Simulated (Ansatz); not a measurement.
**Strength of the In–C bond: C5H12ClIn → C2H5ClIn + C3H7**

Species: C5H12ClIn `C[CH2][In]([Cl])[CH](C)C`, singlet; C2H5ClIn `C[CH2][In][Cl]`, doublet; C3H7 (methylethyl) `C[CH]C`, doublet. 

Shapes, held fixed at every level: PBE0-D4/def2-TZVP. Flexible molecules stand in one conformer, not always the lowest. Programs: Ansatz 0.2.0. Electronic energies: no zero-point or thermal term.

```csv
level,kind,ΔE (kJ/mol),less CCSD(T)/def2-TZVPP
HF/def2-TZVPP,Hartree–Fock,+109.2,-128.6
PBE-D4/def2-TZVPP,GGA,+208.7,-29.1
wB97M-V/def2-TZVPP,range-separated hybrid,+231.7,-6.1
wB97X-V/def2-TZVPP,range-separated hybrid,+235.1,-2.7
B2PLYP/def2-TZVPP,double hybrid,+207.2,-30.6
MP2/def2-TZVPP,perturbation theory,+263.8,+26.0
CCSD/def2-TZVPP,coupled cluster or CI,+224.7,-13.1
CCSD(T)/def2-TZVPP,coupled cluster or CI,+237.8,0.0
```

The highest level, CCSD(T)/def2-TZVPP, gives ΔE = +237.8 kJ/mol; the levels span +109.2 to +263.8. The column of differences is taken from that level and isn't an error. Hartree–Fock misses the correlation of the pair that is broken and comes out low. No measured value is set beside it here. Spin contamination: C2H5ClIn (⟨S²⟩ up to 0.80). Open shells run unrestricted unless RO is named. For atoms past krypton def2 sets carry core potentials with scalar relativity. Correlated rows may include outer-core shells of In, which these sets cover unevenly.
